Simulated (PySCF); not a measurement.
Calcium: highly charged ions in a basis for the neutral atom

Ca⁸⁺ [Ne] 3s2, Ca⁹⁺ [Ne] 3s1. Computed with PySCF 2.14 in def2-SVP (5s3p2d, 24 functions), with the non-relativistic Hamiltonian (point nucleus). No spin-orbit coupling, so a gap to NIST mixes the basis error with missing relativistic terms.

Changed run: basis of the neutral atom used for a highly charged ion. This setting is unsound on purpose.

```csv
species,method,sound run (hartree),changed run (hartree),converged
Ca⁸⁺,UHF,not run,-654.58252,yes
Ca⁸⁺,M06-L,not run,-655.06956,yes
Ca⁸⁺,r2SCAN,not run,-655.02342,yes
Ca⁹⁺,UHF,not run,-647.82855,yes
Ca⁹⁺,M06-L,not run,-648.26414,yes
Ca⁹⁺,r2SCAN,not run,-648.23632,yes
```

Ionisation energy of Ca⁸⁺:

| method | changed run (eV) | NIST (eV) |
| --- | --- | --- |
| UHF | 183.78 | 188.54 ± 0.06 |
| M06-L | 185.18 | 188.54 ± 0.06 |
| r2SCAN | 184.69 | 188.54 ± 0.06 |

The contracted functions were made for the neutral atom and can be too rigid for a highly charged ion.
